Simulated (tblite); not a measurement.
A geometry optimisation, step by step.

C2H5GeN2P.
Atom-mapped SMILES: `[GeH3:1][n:2]1[cH:3][p:4][cH:5][n:6]1` (hydrogens: H7, H8, H9 on Ge1; H10 on C3; H11 on C5)

Computed with GFN2-xTB (tblite), gas phase: L-BFGS steps from a force-field or distance-geometry start until the largest atomic force falls under 0.01 eV/Å. 13 of its 80 geometries are shown.

Step 0: E = -464.9442 eV, largest atomic force 2.616 eV/Å
```
atom  x, y, z in Å  |  force x, y, z in eV/Å
Ge1    -1.855   -0.003   -0.057   -0.927   0.527  -0.089
N2     -0.005    0.034    0.011    0.923  -0.632   0.254
C3      0.755   -1.057    0.331   -0.320   0.475  -0.180
P4      2.418   -0.675    0.241    1.408  -1.651   0.523
C5      2.034    0.927   -0.201   -2.535   0.558  -0.327
N6      0.696    1.117   -0.286    0.921   0.552  -0.051
H7     -2.407   -0.999    0.990    0.453   0.320  -0.407
H8     -2.305   -0.436   -1.469    0.264   0.112   0.501
H9     -2.410    1.413    0.247    0.422  -0.633  -0.160
H10     0.329   -2.022    0.588   -0.115   0.378  -0.089
H11     2.757    1.702   -0.420   -0.495  -0.005   0.026
```

Step 7: E = -465.2233 eV, largest atomic force 0.241 eV/Å
```
atom  x, y, z in Å  |  force x, y, z in eV/Å
Ge1    -1.850    0.025   -0.066   -0.133   0.109  -0.021
N2      0.001    0.006    0.029    0.057  -0.007   0.013
C3      0.777   -1.050    0.327    0.055  -0.183   0.071
P4      2.460   -0.717    0.255   -0.042  -0.154   0.016
C5      1.963    0.897   -0.206   -0.069   0.162  -0.022
N6      0.676    1.108   -0.275   -0.114   0.138  -0.040
H7     -2.336   -0.962    0.942    0.086  -0.062   0.062
H8     -2.270   -0.423   -1.426    0.071   0.006  -0.079
H9     -2.352    1.393    0.234    0.178   0.043  -0.020
H10     0.296   -1.974    0.578   -0.087  -0.214   0.069
H11     2.641    1.701   -0.417   -0.002   0.162  -0.049
```

Step 13: E = -465.2484 eV, largest atomic force 0.129 eV/Å
```
atom  x, y, z in Å  |  force x, y, z in eV/Å
Ge1    -1.857    0.036   -0.072    0.120  -0.005   0.013
N2     -0.009   -0.019    0.042   -0.001  -0.025   0.006
C3      0.769   -1.078    0.339   -0.012   0.048  -0.021
P4      2.448   -0.717    0.247   -0.030  -0.002   0.004
C5      1.940    0.907   -0.207   -0.087  -0.010  -0.002
N6      0.648    1.094   -0.267   -0.040  -0.011   0.004
H7     -2.289   -0.966    0.944   -0.087  -0.031   0.046
H8     -2.237   -0.414   -1.442   -0.017   0.017  -0.057
H9     -2.275    1.426    0.227    0.059   0.039  -0.006
H10     0.276   -2.005    0.592    0.121   0.045  -0.003
H11     2.591    1.737   -0.428   -0.025  -0.064   0.016
```

Step 20: E = -465.2581 eV, largest atomic force 0.204 eV/Å
```
atom  x, y, z in Å  |  force x, y, z in eV/Å
Ge1    -1.852    0.031   -0.070   -0.050  -0.024   0.002
N2     -0.017   -0.040    0.052   -0.038  -0.102   0.010
C3      0.780   -1.087    0.341   -0.033   0.035   0.006
P4      2.449   -0.702    0.241    0.024   0.069  -0.016
C5      1.907    0.913   -0.210    0.073  -0.027  -0.005
N6      0.614    1.087   -0.264    0.082  -0.175   0.064
H7     -2.328   -0.960    0.946   -0.051   0.043  -0.045
H8     -2.229   -0.390   -1.455   -0.016   0.000   0.012
H9     -2.198    1.442    0.217   -0.011   0.033   0.018
H10     0.318   -2.027    0.605    0.023   0.058  -0.019
H11     2.561    1.736   -0.429   -0.003   0.091  -0.029
```

Step 26: E = -465.2674 eV, largest atomic force 0.083 eV/Å
```
atom  x, y, z in Å  |  force x, y, z in eV/Å
Ge1    -1.852    0.034   -0.069   -0.009   0.015  -0.016
N2     -0.014   -0.091    0.067    0.016   0.043   0.001
C3      0.812   -1.110    0.353    0.010  -0.025  -0.002
P4      2.473   -0.681    0.235    0.015   0.006   0.003
C5      1.890    0.917   -0.215   -0.001  -0.010   0.016
N6      0.591    1.049   -0.252   -0.006   0.050  -0.033
H7     -2.420   -0.930    0.925    0.012   0.023  -0.009
H8     -2.238   -0.361   -1.459    0.014  -0.002   0.001
H9     -2.119    1.464    0.214   -0.030   0.011   0.022
H10     0.373   -2.055    0.619    0.022  -0.078   0.020
H11     2.509    1.768   -0.443   -0.043  -0.034  -0.001
```

Step 33: E = -465.2686 eV, largest atomic force 0.018 eV/Å
```
atom  x, y, z in Å  |  force x, y, z in eV/Å
Ge1    -1.852    0.041   -0.072   -0.001  -0.001   0.001
N2     -0.015   -0.098    0.069    0.006  -0.005  -0.005
C3      0.816   -1.116    0.354    0.014  -0.005   0.010
P4      2.475   -0.679    0.237    0.010   0.004   0.001
C5      1.885    0.916   -0.214   -0.007   0.000  -0.009
N6      0.587    1.043   -0.254   -0.009   0.006   0.002
H7     -2.428   -0.918    0.919   -0.002  -0.004   0.009
H8     -2.233   -0.357   -1.462    0.009   0.013  -0.008
H9     -2.120    1.469    0.221   -0.010   0.002   0.001
H10     0.393   -2.069    0.623   -0.012  -0.002   0.000
H11     2.497    1.770   -0.447    0.002  -0.007  -0.001
```

Step 40: E = -465.2688 eV, largest atomic force 0.020 eV/Å
```
atom  x, y, z in Å  |  force x, y, z in eV/Å
Ge1    -1.852    0.042   -0.071    0.002   0.003   0.000
N2     -0.014   -0.101    0.070   -0.001   0.001  -0.003
C3      0.818   -1.117    0.357    0.001   0.000   0.003
P4      2.477   -0.677    0.237   -0.006  -0.018   0.005
C5      1.884    0.915   -0.216   -0.002   0.003  -0.005
N6      0.585    1.041   -0.255   -0.004   0.006   0.003
H7     -2.430   -0.917    0.920   -0.003  -0.007  -0.004
H8     -2.227   -0.349   -1.465    0.003   0.004   0.000
H9     -2.125    1.469    0.223    0.002  -0.004   0.004
H10     0.394   -2.071    0.624    0.004   0.005   0.004
H11     2.495    1.769   -0.450    0.004   0.008  -0.007
```

Step 46: E = -465.2690 eV, largest atomic force 0.020 eV/Å
```
atom  x, y, z in Å  |  force x, y, z in eV/Å
Ge1    -1.852    0.041   -0.070   -0.003   0.004  -0.001
N2     -0.014   -0.101    0.071   -0.001  -0.002   0.020
C3      0.817   -1.116    0.360    0.001   0.002  -0.003
P4      2.476   -0.678    0.239    0.005   0.015  -0.009
C5      1.884    0.914   -0.220   -0.001   0.001   0.010
N6      0.585    1.041   -0.256    0.001  -0.014  -0.013
H7     -2.432   -0.922    0.916    0.003  -0.005  -0.011
H8     -2.221   -0.340   -1.468   -0.006  -0.005  -0.006
H9     -2.127    1.466    0.228    0.001   0.005   0.010
H10     0.395   -2.070    0.630   -0.005   0.008   0.004
H11     2.494    1.768   -0.456    0.005  -0.010   0.000
```

Step 53: E = -465.2708 eV, largest atomic force 0.040 eV/Å
```
atom  x, y, z in Å  |  force x, y, z in eV/Å
Ge1    -1.849    0.047   -0.069    0.003  -0.008  -0.016
N2     -0.017   -0.104    0.117    0.002   0.001  -0.013
C3      0.823   -1.108    0.419   -0.001   0.008   0.030
P4      2.478   -0.671    0.240   -0.001  -0.007  -0.005
C5      1.871    0.900   -0.266   -0.001  -0.010  -0.013
N6      0.571    1.023   -0.274    0.007   0.003  -0.005
H7     -2.468   -1.006    0.796    0.016   0.005   0.005
H8     -2.137   -0.209   -1.511   -0.033   0.020  -0.012
H9     -2.149    1.440    0.347    0.002  -0.012   0.002
H10     0.406   -2.049    0.735    0.009  -0.009   0.010
H11     2.476    1.740   -0.562   -0.004   0.009   0.016
```

Step 59: E = -465.2718 eV, largest atomic force 0.048 eV/Å
```
atom  x, y, z in Å  |  force x, y, z in eV/Å
Ge1    -1.847    0.047   -0.076   -0.012   0.002  -0.002
N2     -0.017   -0.104    0.132    0.008  -0.005  -0.020
C3      0.825   -1.100    0.452    0.021  -0.023  -0.037
P4      2.478   -0.671    0.241   -0.002  -0.018   0.037
C5      1.868    0.891   -0.289   -0.008   0.015   0.012
N6      0.569    1.015   -0.286   -0.020   0.002  -0.011
H7     -2.469   -1.038    0.746    0.011  -0.003  -0.005
H8     -2.123   -0.146   -1.532   -0.008   0.016   0.026
H9     -2.160    1.419    0.398    0.000  -0.002  -0.006
H10     0.413   -2.038    0.785    0.003   0.014   0.016
H11     2.469    1.729   -0.596    0.007   0.002  -0.009
```

Step 66: E = -465.2735 eV, largest atomic force 0.053 eV/Å
```
atom  x, y, z in Å  |  force x, y, z in eV/Å
Ge1    -1.847    0.046   -0.082    0.006   0.010   0.032
N2     -0.016   -0.109    0.122    0.002   0.000   0.001
C3      0.827   -1.093    0.478   -0.010   0.012  -0.006
P4      2.480   -0.666    0.266   -0.009   0.038   0.036
C5      1.869    0.881   -0.308    0.004  -0.007  -0.024
N6      0.569    1.000   -0.320    0.013  -0.017  -0.022
H7     -2.454   -1.089    0.680   -0.005  -0.003  -0.008
H8     -2.126   -0.049   -1.544    0.008  -0.017  -0.015
H9     -2.185    1.385    0.462    0.013   0.008   0.024
H10     0.417   -2.014    0.858   -0.010  -0.012  -0.025
H11     2.472    1.710   -0.638   -0.011  -0.012   0.008
```

Step 72: E = -465.2761 eV, largest atomic force 0.050 eV/Å
```
atom  x, y, z in Å  |  force x, y, z in eV/Å
Ge1    -1.847    0.052   -0.078   -0.006  -0.007  -0.049
N2     -0.016   -0.133    0.096   -0.011  -0.007  -0.014
C3      0.833   -1.085    0.516   -0.015   0.014   0.005
P4      2.483   -0.635    0.331    0.012   0.008  -0.011
C5      1.862    0.868   -0.338    0.009   0.001   0.036
N6      0.561    0.964   -0.386    0.005  -0.007   0.010
H7     -2.460   -1.134    0.595   -0.010   0.016   0.030
H8     -2.120    0.057   -1.544    0.006   0.002  -0.007
H9     -2.179    1.358    0.552    0.016  -0.036   0.026
H10     0.431   -2.002    0.915   -0.014   0.010  -0.001
H11     2.458    1.694   -0.685    0.009   0.007  -0.024
```

Step 79: E = -465.2779 eV, largest atomic force 0.008 eV/Å
```
atom  x, y, z in Å  |  force x, y, z in eV/Å
Ge1    -1.847    0.047   -0.090   -0.001  -0.002   0.008
N2     -0.016   -0.141    0.072    0.001  -0.002  -0.003
C3      0.830   -1.066    0.553   -0.003  -0.002  -0.001
P4      2.481   -0.612    0.384   -0.001   0.000  -0.005
C5      1.864    0.858   -0.360    0.000  -0.002  -0.002
N6      0.564    0.940   -0.442    0.001  -0.002  -0.003
H7     -2.457   -1.178    0.516    0.000   0.004  -0.004
H8     -2.113    0.166   -1.550    0.001  -0.002  -0.001
H9     -2.186    1.292    0.652   -0.001   0.000   0.001
H10     0.422   -1.968    0.980    0.000   0.004   0.005
H11     2.462    1.667   -0.742    0.002   0.004   0.006
```

Q: Summarise the path.

A: The energy falls by 7.70 kcal/mol from step 0 to step 79; nine tenths of that is first reached at step 11. It falls at every step. The largest force goes from 2.616 to 0.008 eV/Å. Among the bonds Ge1–H9 changes most, from 1.551 to 1.488 Å; the atoms move by 0.369 Å rms after alignment.

Run on one thread of an Arm Neoverse N1, no GPU, shared host.
